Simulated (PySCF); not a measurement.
## Computed vibrations of [Y(SH)2]+

[Y(SH)2]+ (singlet). PySCF 2.14.0, RKS PBE0, Y def2-SVP with ECP28, S def2-SVP, H def2-SVP; non-relativistic Hamiltonian with scalar-relativistic core potentials where named; density fitting; no spin-orbit coupling. Central differences of gradients.

```xyz
5

Y     0.0000    0.0000   -0.6644
S     1.8576   -0.0744    0.9248
H     2.8111   -0.2347   -0.0304
S    -1.8576    0.0744    0.9248
H    -2.8111    0.2347   -0.0304
```

Run from Python with OMP_NUM_THREADS=2. Where DIIS fails, smearing, a level shift and second-order steps follow.
It took 19 s on 2 threads of Arm Neoverse V2, on a shared host.

Problem. What are the harmonic wavenumbers and infrared intensities?

Solution. Modes are labelled in C2; negative numbers are unstable modes, those under 60 cm⁻¹ near the noise; a finer grid moves soft modes by up to 10 cm⁻¹.
```json
{"cm⁻¹": "79", "km/mol": "1.3", "symmetry": "a"}
{"cm⁻¹": "107", "km/mol": "0.8", "symmetry": "a"}
{"cm⁻¹": "205", "km/mol": "58.5", "symmetry": "b"}
{"cm⁻¹": "332", "km/mol": "8.5", "symmetry": "a"}
{"cm⁻¹": "363", "km/mol": "0.5", "symmetry": "b"}
{"cm⁻¹": "408", "km/mol": "121.8", "symmetry": "b"}
{"cm⁻¹": "428", "km/mol": "9.8", "symmetry": "a"}
{"cm⁻¹": "2662", "km/mol": "0.1", "symmetry": "a"}
{"cm⁻¹": "2662", "km/mol": "27.4", "symmetry": "b"}
```

Problem. Is this a minimum?

Solution. Yes. Ideal gas at 298.15 K and 1 bar: S = 336.6 J/(mol K), Cp = 82.5 J/(mol K), H − H(0 K) = 18.7 kJ/mol (rigid rotor, harmonic modes, spin degeneracy alone).
